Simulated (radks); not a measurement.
The numbers below are computed, except where a source is named.
The nuclear charge of neutral ruthenium is varied continuously with 44 electrons held in [Kr] 4d7 5s1. Level of theory: scalar-relativistic Kohn-Sham, SCAN, spin-polarised, spherical densities, finite nucleus; open shells are filled with parallel spins first (spin-orbit coupling, left out, can overturn this in heavy ions); meta-GGA in the generalised Kohn-Sham scheme; Fermi nuclear charge, rms radius 4.4809 fm (a radial shooting solver on a logarithmic mesh with Libxc functionals). By the Hellmann-Feynman theorem dE/dZ = E(electron-nucleus)/Z, the electronic potential at the nucleus (averaged over a nucleus of fixed radius). The scalar-relativistic energy here is not variational (the density holds large components alone), so the two differ by a part that grows with Z.

Z,E (hartree),E(electron-nucleus)/Z (hartree),HOMO,e(HOMO) (eV),<r> HOMO (bohr)
43.8,-4482.08086,-246.887,4d,-1.673,1.807
43.9,-4506.87141,-247.668,4d,-2.577,1.765
44,-4531.73919,-248.448,4d,-3.525,1.727
44.1,-4556.68610,-249.227,4d,-4.513,1.693
44.2,-4581.71157,-250.006,4d,-5.539,1.663
44.3,-4606.81586,-250.785,4d,-6.602,1.634
44.4,-4631.99771,-251.563,4d,-7.701,1.608
44.5,-4657.25875,-252.341,4d,-8.834,1.584
44.6,-4682.59758,-253.119,5s,-9.806,2.935
44.7,-4708.01471,-253.897,5s,-10.643,2.893
44.8,-4733.50992,-254.674,5s,-11.500,2.854
44.9,-4759.08380,-255.451,5s,-12.376,2.816
45,-4784.73621,-256.228,5s,-13.270,2.779

The central difference of E at Z = 44 is -249.073 hartree, to compare with the third column; the second derivative is -7.91 hartree.
